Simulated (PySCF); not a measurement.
# How good is the calculation?

Geometry:
| atom | x (Å) | y (Å) | z (Å) |
| --- | --- | --- | --- |
| N1 | 3.804 | -1.090 | 0.383 |
| C2 | 2.979 | -0.306 | 0.266 |
| O3 | 2.115 | 0.617 | 0.137 |
| C4 | 0.760 | 0.324 | 0.041 |
| C5 | -0.097 | 1.407 | -0.093 |
| C6 | -1.457 | 1.180 | -0.191 |
| C7 | -1.953 | -0.113 | -0.156 |
| C8 | -1.087 | -1.185 | -0.024 |
| C9 | 0.277 | -0.975 | 0.077 |
| H10 | 0.312 | 2.405 | -0.119 |
| H11 | -2.129 | 2.018 | -0.295 |
| H12 | -3.016 | -0.286 | -0.233 |
| H13 | -1.470 | -2.193 | 0.002 |
| H14 | 0.963 | -1.803 | 0.183 |

- PBE0/pcSseg-1 with gauge-including orbitals
- geometry from GFN2-xTB
- code: PySCF 2.14
- averaged over atoms made equivalent by symmetry, fast rotation or ring inversion, no solvent model, single conformer, non-relativistic Hamiltonian

Reference values: estimated from measurements, as parent shift plus tabulated substituent increment (solution, not stated per compound (mostly CDCl3 or CCl4); Pretsch, Buehlmann, Badertscher, Structure Determination of Organic Compounds, 4th ed. (2009)).
```tsv
atoms	quantity	reference	computed	computed, scaled
C6/C8	δ ¹³C	131.1	135.9	130.2
C7	δ ¹³C	127.5	131.3	125.8
C5/C9	δ ¹³C	115.8	120.7	115.4
```

Computed shifts are σ(ref) − σ with the named reference compound (TMS for H and C) calculated as an isolated molecule at the same level. The measured values may be among those fitted. Empirical linear scaling, fitted to shifts measured mostly in CDCl3 for H and C (δ vs TMS): ¹³C (scatter 2.1 ppm rms, 2.3 ppm with the 13 outliers that the fit left out). A few per cent of atoms miss by over 2 rms, more outside the fitted compound classes.

Problem. How far are the unscaled ¹³C shifts from the references?

Solution. Mean signed difference +4.50 ppm, mean absolute 4.50 ppm over 3 comparisons; the largest is +4.9 ppm at C5/C9 (aromatic CH).
